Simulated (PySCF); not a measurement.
Frontier orbitals and the lowest excitations

Species: C7H8N2.
Numbering: `[CH3:1][CH2:2][CH2:3]/[C:4]([C:5]#[N:6])=[CH:7]\[C:8]#[N:9]` (hydrogens: H10, H11, H12 on C1; H13, H14 on C2; H15, H16 on C3; H17 on C7)

Cartesian coordinates in Å at the PBE0-D3(BJ)/def2-SVP level; atoms count from 1:
```xyz
17
C7H8N2 angstrom
C      2.4794   -0.6155   -0.3076
C      1.4077    0.2613    0.3181
C      0.0812    0.1869   -0.4419
C     -0.9783    1.0676    0.1516
C     -0.7537    2.4820    0.0846
N     -0.5364    3.6185    0.0088
C     -2.1030    0.6272    0.7610
C     -2.4090   -0.7568    0.8873
N     -2.6680   -1.8822    0.9997
H      3.4231   -0.5475    0.2528
H      2.1746   -1.6737   -0.3207
H      2.6857   -0.3151   -1.3470
H      1.7506    1.3092    0.3529
H      1.2337   -0.0409    1.3642
H     -0.2884   -0.8497   -0.4605
H      0.2423    0.4939   -1.4898
H     -2.8233    1.3325    1.1838
```

Theory: PySCF, TDDFT wB97X-D/def2-SVPD, vertical, gas phase, core orbitals frozen in the response.

Frontier orbitals with the atoms that hold most of them (Löwdin shares over 4%, at most four atoms; ? is withheld):

| orbital | ε (eV) | atoms |
| --- | --- | --- |
| HOMO-3 | -12.23 | C1 18%, C2 17%, C3 13%, H10 9% |
| HOMO-2 | -11.97 | N6 21%, N9 18%, C5 14%, C8 13% |
| HOMO-1 | -11.84 | ? |
| HOMO | -10.25 | ? |
| LUMO | -1.15 | C4 24%, C7 22%, N9 12%, N6 12% |
| LUMO+1 | 1.66 | C8 18%, N9 18%, C7 16%, C5 14% |
| LUMO+2 | 1.98 | N6 35%, C5 28%, C4 8%, C3 6% |

Problem. Give the leading atoms of the HOMO.

Solution. C7 (bonded to 2 C and H) 22%; C4 (bonded to 3 C) 19%; N9 (bonded to C) 17%; N6 (bonded to C) 12%. By element: carbon 41% or more, nitrogen 29%.

Problem. Give the leading atoms of the HOMO-1.

Solution. C2 (bonded to 2 C and 2 H) 25%; C1 (bonded to C and 3 H) 15%; H13 (bonded to C) 11%; H14 (bonded to C) 10%. By element: carbon 40% or more, hydrogen 21% or more.

Problem. How does S1 compare with the orbital gap of 9.10 eV?

Solution. S1 is at 5.45 eV (f = 0.485), 3.65 eV below the gap, made of HOMO→LUMO (94%). 

Problem. One configuration dominates each of S1 and S2. Which, and how do the shares of the two leading atoms of either orbital change from the occupied to the empty one?

Solution. 
- S1 (5.45 eV, f 0.485), HOMO→LUMO (94%): C7 22% → 22%, C4 19% → 24%
- S2 (5.87 eV, f 0.0006), HOMO-2→LUMO (87%): N6 21% → 12%, N9 18% → 12%, C4 at most 13% → 24%, C7 at most 13% → 22%

One conformer stands for the species.
